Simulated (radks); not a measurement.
Zr II, 39 electrons, occupied as [Kr] 4d2 5s1. Method: scalar-relativistic Kohn-Sham, BLYP, spin-polarised, spherical densities, point nucleus; open shells are filled with parallel spins first (spin-orbit coupling, left out, can overturn this in heavy ions); computed with a radial shooting solver on a logarithmic mesh with Libxc functionals.

X-ray form factor f0, the Fourier transform of the density (f0(0) = 39):

sin(theta)/lambda (1/angstrom)  f0 (electrons)
0.05                                    38.216
0.1                                     36.259
0.15                                    33.846
0.2                                     31.432
0.25                                    29.171
0.3                                     27.105
0.4                                     23.610
0.5                                     20.885
0.6                                     18.675
0.8                                     14.981
1                                       11.885
1.25                                     9.023
1.5                                      7.251
2                                        5.554
